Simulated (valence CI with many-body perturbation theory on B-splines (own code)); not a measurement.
# E1 transitions of Zr²⁵⁺

Method: relativistic CI+MBPT: five valence electrons over a frozen Dirac-Fock core [Ne], a basis of 11 s, 11 p, 10 d, 8 f, 5 g, 2 h functions for each j, with the one-electron correlation potential Σ1 (screened to all orders), the two-electron term Σ2, the three-electron term Σ3, Breit, model QED; selected single and double excitations, second order for the rest, scaled by the run's own slope (own B-spline code, finite nucleus).

No measured levels were compared; by estimate levels of excited configurations hold to 0.05 to 0.15 % of their energy, terms of the ground configuration to about 0.5 %. Among the levels kept, up to 3700 cm⁻¹ of a level comes from second order outside the variational space, and about a tenth of that is noise between levels of different J, which matters for small intervals.

Lines 151 to 200 of 587 in falling wavelength, among levels below 2321900 cm⁻¹, chosen from the strongest by gf and those to the six lowest levels. Wavelengths and rates use the calculated energies, so an error of 500 cm⁻¹ moves a line at 117.2 Å by 0.059 % and its rate by three times that or more. Electric multipoles are in the length gauge, E1 and E2 with the static RPA response of the core. Weak lines are less certain than strong ones. Lines between different terms over intervals too small for the method are left out, as are lines whose strength nearly cancels. Where a level lies close to another of its J and parity, the split of strength between their lines is uncertain. The highest levels of a list are the least certain.

Names give the largest LS component (configuration and term), which can be under half, so a name can repeat, a term be missing and a line seem to break the LS rules; names also repeat where a configuration has a term twice. Letters in brackets count levels of one name in rising energy.

```
λ vac (Å)                 Upper                Lower   A (s⁻¹)  S (a.u.) with core polarisation  S without
    117.2   3s3p³3d ²G°_7/2 [b]  3s²3p²3d ²F_7/2 [a]  7.85e+09                         4.99e-02   5.11e-02
    117.1       3s²3p²3d ⁴F_3/2       3s²3p³ ⁴S°_3/2  8.83e+09                         2.80e-02   2.87e-02
    117.0      3s²3p3d² ⁴F°_7/2  3s²3p²3d ²D_5/2 [b]  1.34e+10                         8.50e-02   8.71e-02
    117.0       3s²3p²3d ⁴D_5/2       3s²3p³ ²D°_5/2  4.18e+09                         1.98e-02   2.03e-02
    116.9  3s²3p3d² ⁴D°_7/2 [b]  3s²3p²3d ²F_7/2 [c]  6.70e+09                         4.23e-02   4.33e-02
    116.9   3s3p³3d ²P°_3/2 [c]  3s²3p²3d ²D_3/2 [b]  2.37e+10                         7.48e-02   7.67e-02
    116.7      3s²3p3d² ⁴G°_7/2      3s²3p²3d ⁴D_5/2  1.51e+10                         9.49e-02   9.72e-02
    116.7   3s3p³3d ⁴D°_5/2 [a]         3s3p⁴ ⁴P_5/2  2.89e+09                         1.36e-02   1.39e-02
    116.3   3s3p³3d ⁴D°_7/2 [d]      3s²3p²3d ⁴F_9/2  7.53e+10                         4.68e-01   4.80e-01
    116.2      3s²3p3d² ⁴F°_5/2  3s²3p²3d ²D_3/2 [a]  1.72e+10                         8.00e-02   8.20e-02
    116.0          3s3p⁴ ²P_3/2       3s²3p³ ²P°_1/2  3.43e+09                         1.06e-02   1.08e-02
    115.7          3s3p⁴ ²P_1/2       3s²3p³ ²P°_3/2  2.53e+10                         3.87e-02   3.97e-02
    115.7   3s3p³3d ²D°_5/2 [g]  3s²3p²3d ²P_3/2 [b]  6.50e+10                         2.98e-01   3.06e-01
    115.6       3s²3p²3d ⁴D_3/2       3s²3p³ ²D°_3/2  3.96e+09                         1.21e-02   1.24e-02
    114.9  3s²3p3d² ²D°_3/2 [b]  3s²3p²3d ²D_5/2 [d]  2.38e+10                         7.11e-02   7.30e-02
    114.8  3s²3p3d² ²G°_9/2 [a]  3s²3p²3d ²F_7/2 [c]  1.49e+10                         1.11e-01   1.14e-01
    114.7   3s3p³3d ²F°_7/2 [d]  3s²3p²3d ²D_5/2 [a]  1.13e+10                         6.75e-02   6.91e-02
    114.3       3s3p²3d² ⁶G_7/2      3s3p³3d ⁶D°_5/2  6.39e+09                         3.77e-02   3.85e-02
    114.3   3s3p³3d ⁴F°_7/2 [b]      3s²3p²3d ⁴F_5/2  7.27e+09                         4.28e-02   4.39e-02
    114.1  3s²3p3d² ²F°_7/2 [a]  3s²3p²3d ²D_5/2 [b]  8.11e+09                         4.76e-02   4.88e-02
    114.1   3s3p³3d ²F°_7/2 [d]      3s²3p²3d ²G_9/2  5.39e+10                         3.16e-01   3.24e-01
    114.0   3s3p³3d ⁴F°_5/2 [b]      3s²3p²3d ⁴F_3/2  8.46e+09                         3.71e-02   3.81e-02
    113.9  3s²3p3d² ²P°_3/2 [b]      3s²3p²3d ²S_1/2  2.68e+10                         7.80e-02   7.99e-02
    113.6   3s3p³3d ²D°_5/2 [e]         3s3p⁴ ²P_3/2  2.58e+10                         1.12e-01   1.15e-01
    113.6  3s²3p3d² ²D°_5/2 [a]  3s²3p²3d ²D_5/2 [b]  1.01e+10                         4.37e-02   4.48e-02
    113.4  3s²3p3d² ²G°_7/2 [a]  3s²3p²3d ²D_5/2 [a]  5.43e+10                         3.13e-01   3.20e-01
    113.3   3s3p³3d ²D°_5/2 [e]      3s²3p²3d ²G_7/2  4.05e+10                         1.75e-01   1.79e-01
    113.3  3s²3p3d² ²D°_3/2 [b]  3s²3p²3d ²D_3/2 [c]  1.30e+10                         3.74e-02   3.84e-02
    113.2       3s²3p²3d ⁴F_5/2       3s²3p³ ⁴S°_3/2  8.67e+09                         3.72e-02   3.81e-02
    113.1   3s3p³3d ²F°_5/2 [d]      3s²3p²3d ⁴P_5/2  8.60e+09                         3.69e-02   3.78e-02
    112.8  3s²3p3d² ²G°_7/2 [a]      3s²3p²3d ²G_9/2  6.63e+09                         3.76e-02   3.85e-02
    112.7   3s3p³3d ²G°_7/2 [b]      3s²3p²3d ²F_5/2  2.48e+10                         1.40e-01   1.44e-01
    112.5       3s²3p²3d ⁴P_3/2       3s²3p³ ²P°_1/2  3.11e+08                         8.73e-04   9.00e-04
    112.3   3s3p³3d ²F°_5/2 [b]  3s²3p²3d ²F_7/2 [a]  1.53e+10                         6.43e-02   6.59e-02
    112.3   3s²3p²3d ²D_3/2 [b]       3s²3p³ ²P°_3/2  5.70e+08                         1.59e-03   1.64e-03
    112.3   3s3p³3d ⁴D°_7/2 [d]  3s²3p²3d ²F_7/2 [a]  2.15e+10                         1.20e-01   1.23e-01
    112.2   3s3p³3d ²D°_5/2 [c]  3s²3p²3d ²P_3/2 [a]  1.26e+10                         5.27e-02   5.40e-02
    112.1   3s3p³3d ²F°_5/2 [d]         3s3p⁴ ²P_3/2  9.39e+09                         3.92e-02   4.01e-02
    112.1      3s²3p3d² ⁴F°_5/2      3s²3p²3d ⁴P_3/2  8.46e+09                         3.53e-02   3.61e-02
    112.0   3s²3p²3d ²D_5/2 [b]       3s²3p³ ²P°_3/2  6.95e+09                         2.89e-02   2.96e-02
    111.9  3s²3p3d² ⁴D°_3/2 [b]  3s²3p²3d ²D_5/2 [b]  1.44e+10                         3.98e-02   4.08e-02
    111.9   3s3p³3d ²D°_5/2 [g]  3s²3p²3d ²D_5/2 [c]  4.38e+10                         1.82e-01   1.86e-01
    111.8   3s3p³3d ²F°_5/2 [d]      3s²3p²3d ²G_7/2  1.61e+10                         6.65e-02   6.82e-02
    111.8       3s²3p²3d ⁴D_5/2       3s²3p³ ²D°_3/2  7.19e+09                         2.98e-02   3.05e-02
    111.7   3s3p³3d ²D°_5/2 [g]  3s²3p²3d ²F_7/2 [c]  2.22e+10                         9.18e-02   9.41e-02
    111.6          3p⁴3d ⁴F_9/2      3s3p³3d ⁶D°_7/2  1.00e+10                         6.86e-02   7.02e-02
    111.5      3s²3p3d² ⁴P°_1/2      3s²3p²3d ⁴P_3/2  3.76e+10                         5.14e-02   5.26e-02
    111.2   3s3p³3d ²F°_5/2 [a]      3s²3p²3d ²F_5/2  1.19e+10                         4.83e-02   4.95e-02
    111.1   3s3p³3d ⁴D°_3/2 [e]      3s²3p²3d ⁴D_5/2  1.88e+10                         5.09e-02   5.22e-02
    111.0   3s3p³3d ⁴D°_7/2 [a]         3s3p⁴ ⁴P_5/2  1.20e+09                         6.50e-03   6.65e-03
```
